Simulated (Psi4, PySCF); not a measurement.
H6BrN3Si, singlet, at a GFN2-xTB geometry, atoms displaced at random by about 0.03 Å a coordinate. Base run: TPSS/STO-3G, gradient (PySCF).

Input for PySCF:
```python
from pyscf import gto, scf, dft

mol = gto.Mole()
mol.atom = '''
    N    -0.960299   -1.560169   -1.004155
    Si   -0.362373    0.044202   -0.791689
    N     0.830420    0.409896   -1.834724
    N    -1.590149    1.275555   -0.666660
    Br    0.593633   -0.033480    1.275402
    H    -1.496686   -1.958659   -0.275203
    H    -1.328170   -1.807834   -1.929037
    H     1.825486   -0.040028   -1.796211
    H     0.742504    0.737051   -2.769454
    H    -1.293844    2.141127   -0.221941
    H    -2.256324    1.382134   -1.386178
'''
mol.basis = 'sto-3g'
mol.charge = 0
mol.spin = 0
mol.verbose = 3
mol.build()

mf = dft.RKS(mol)
mf.xc = 'tpss'
mf.kernel()
g = mf.nuc_grad_method()
grad = g.kernel()
```

Programs used: Psi4, PySCF; a row that names a program was run with it.

The coordinate followed is y of atom 9.

Each row names what was changed in the base input (with any setting that the change needs).

| change | dE/dx (Eh/bohr) | net force (Eh/bohr) |
|---|---|---|
| base | -0.022357 | 0.000147 |
| density fitting = on | -0.022356 | 0.000147 |
| grids.level = 5; grid_response = off | -0.022357 | 0.000019 |
| grids.level = 1; grid_response = off | -0.022351 | 0.001806 |
| grids.level = 0; grid_response = on | ? | 0.000000 |
| density fitting = on; auxbasis_response = off | -0.022361 | 0.002743 |
| finite difference step (bohr) = 0.05; conv_tol = 1e-11 | -0.022260 | - |
| conv_tol = 1e-6 | -0.022358 | 0.000147 |
| finite difference step (bohr) = 1e-5; conv_tol = 1e-11 | -0.022357 | - |
| code = psi4 | -0.022357 | 0.000395 |
| finite difference step (bohr) = 1e-4; conv_tol = 1e-11 | -0.022357 | - |
| conv_tol = 1e-11 | -0.022357 | 0.000147 |

Q: Complete the blanks.

A: 
- grids.level = 0; grid_response = on, dE/dx (Eh/bohr): -0.024251

The net force is zero for an exact gradient.
